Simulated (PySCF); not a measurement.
**Worked example: chemical shift, span and skew from a shielding tensor**

Be(Br)(NH2) (BeBrH₂N), SMILES [Be]([NH2])[Br]. Atoms are numbered in the order given.

```xyz
5

Be     0.0000     0.0000     1.1343
Br     0.0000     0.0000    -0.8389
N      0.0000     0.0000     2.6299
H      0.0000    -0.8248     3.2066
H      0.0000     0.8248     3.2066
```
Charge 0, spin multiplicity 1.

The structure is a stationary point at PBE0-D3(BJ)/def2-TZVP. The values are those of a single conformer.

GIAO shieldings from PBE0/pcSseg-2 in PySCF, non-relativistic, no solvent. The symmetric part of the tensor of N3 has the principal values 202.0, 236.7, 290.5 ppm. The same nucleus in NH3 has σ = 263.3 ppm at this level (PySCF, at its B3LYP-D3(BJ)/def2-TZVP geometry). Without spin–orbit terms, shifts of atoms bonded to Cl or Br come out too high.

Task: Work out the isotropic shielding, the ¹⁵N shift against NH3, the span and the skew.

Result: 
σ(iso) = (σ11 + σ22 + σ33)/3 = 243.1 ppm. δ = σ(ref) − σ(iso) = 263.3 − (243.1) = 20.2 ppm.
Span Ω = σ33 − σ11 = 88.5 ppm. Skew κ = 3(σ(iso) − σ22)/Ω = 0.22. Tumbling in solution averages the tensor to δ; in a static solid the shielding alone would spread this spin-1/2 line over Ω.
